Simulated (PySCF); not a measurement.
# Broadened absorption spectrum of C7H9ClSi

C7H9ClSi.
SMILES: `c1c(C[SiH3])ccc(Cl)c1`

Computed, not measured: TDDFT CAM-B3LYP/def2-SVPD, vertical, gas phase, core orbitals frozen in the response (PySCF). The structure is a single PBE0-D3(BJ)/def2-SVP conformer in the gas phase; no vibrational or solvent corrections. Torsions of this conformer, `[SiH3:1][CH2:2][c:3]1[cH:4][cH:5][c:6]([Cl:7])[cH:8][cH:9]1`: Si1–C2–C3–C4 -89°.

Computed states:

```csv
state,E (eV),f
S1,5.11,0.0077
S2,5.67,0.259
S3,6.35,0.0012
S4,6.71,0.290
S5,6.76,0.518
S6,6.79,0.302
```

Each state is given a Gaussian of 0.3 eV full width at half maximum, with ε(max) = 2.175×10⁸ f / Δν̃ (Δν̃ the width in cm⁻¹). The width is an assumption, not a result. The curve ends short of the highest state used, and states not computed would add to its high-energy end.

Task: Give the broadened spectrum and its maxima.

Result: 
```
λ (nm)  ε (L mol⁻¹ cm⁻¹)
 200.4                63
 202.7                75
 205.0               315
 207.2              1198
 209.5              3681
 211.8              8544
 214.0             14925
 216.3             20967
 218.6             23317
 220.8             21018
 223.1             15411
 225.4              9313
 227.6              4865
 229.9              2128
 232.2               888
 234.4               502
 236.7               482
 239.0               589
 241.2               678
 243.5               692
 245.8               614
 248.0               484
 250.3               334
 252.6               204
 254.8               115
 257.1                56
 259.4                25
 261.6                11
 263.9                 4
 266.2                 1
```

Maxima: 243 nm (5.11 eV), ε about 700, made up of S1 (100%); 219 nm (5.67 eV), ε about 23000, made up of S2 (100%) (ε in L mol⁻¹ cm⁻¹; maxima over ε = 5, shares over 10%). At its high-energy end, 6.19 eV, the curve is still rising (ε about 65, from S2 and S3).

Task: Coming from long wavelengths, where does ε first pass 100 L mol⁻¹ cm⁻¹?

Result: At about 255 nm (4.86 eV), 0.25 eV below S1.

Task: On this curve, what absorbance would a 10⁻⁴ mol/L sample give at 266 nm over a 1 cm path?

Result: 266 nm is 4.661 eV, where ε is about 1.5 L mol⁻¹ cm⁻¹, so A = ε c l ≈ 0.00015 (Beer–Lambert, with the gas-phase spectrum and the assumed width).

Task: What would ε be at 5.67 eV, the highest of these maxima, with half the width (0.15 eV)?

Result: About 46600 L mol⁻¹ cm⁻¹ against 23300, a factor of about 2.00; a lone state at its own centre would give exactly 2.
